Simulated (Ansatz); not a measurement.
Input and output for GeH$_{3}$Se (`[GeH2][SeH]`) radical.

```yaml
crystal:
  periodic: [false, false, false]
  atoms:
    - {symbol: Ge, position_ang: [-0.721388, -0.400768, 0.224255]}
    - {symbol: Se, position_ang: [0.643312, 1.460431, -0.218492]}
    - {symbol: H, position_ang: [0.217720, -1.680304, 0.187756]}
    - {symbol: H, position_ang: [-1.785137, -0.382096, -0.793079]}
    - {symbol: H, position_ang: [1.756980, 1.028240, 0.566656]}
basis:
  gaussian: {orbitals: def2-mTZVP}
magnetization: {spin_polarized: true, initial_magnetization: 1}
hamiltonian: {xc: {name: r2SCAN50}, dispersion: d4}
output: {forces: true}
```

```sh
$ ansatz run in.yaml --threads 2 --pin off --events-out ev --progress --plain --max-ram 32768MiB --backend cpu
```

Output, abridged:

```
Functional definition: r2SCAN50
775 factors; integrals over basis functions are off by at most 6.3e-4 eV
mean field evaluation 1: about -121913.6298 eV, gradient 7.4e0 eV
mean field evaluation 2: about -121913.8780 eV, gradient 5.6e0 eV
mean field evaluation 4: about -121913.9838 eV, gradient 3.4e-1 eV
mean field evaluation 8: about -121913.9996 eV, gradient 3.2e-2 eV
mean field evaluation 16: about -121913.9996 eV, gradient 1.6e-4 eV
mean field -121913.99961925 eV, -4480.2568497305 hartree, gradient 6.0e-5 eV, S^2 0.754723; 0 other end points of the search recorded, 0 dependent functions left out
reference -121913.99962577 eV, -4480.2568499703 hartree; 35, 34 occupied and 46, 47 virtual orbitals, 775 factors
Total energy: -121914.02680342 eV, -4480.2578487301 hartree
Atom 0 at    -0.721388    -0.400768     0.224255 Å, force     1.659578    -0.417730     1.023395 eV/Å
Atom 1 at     0.643312     1.460431    -0.218492 Å, force    -0.777015     0.231488    -0.506169 eV/Å
Atom 2 at     0.217720    -1.680304     0.187756 Å, force    -0.634841     0.594377    -0.092062 eV/Å
Atom 3 at    -1.785137    -0.382096    -0.793079 Å, force    -0.765046    -0.064512    -0.890307 eV/Å
Atom 4 at     1.756980     1.028240     0.566656 Å, force     0.517324    -0.343624     0.465143 eV/Å
Dipole moment:    -0.032327    -0.207687     0.105811 e Å
```

Run time 6 s (2 threads of a server CPU on a shared host); peak host memory 0.29 GiB.
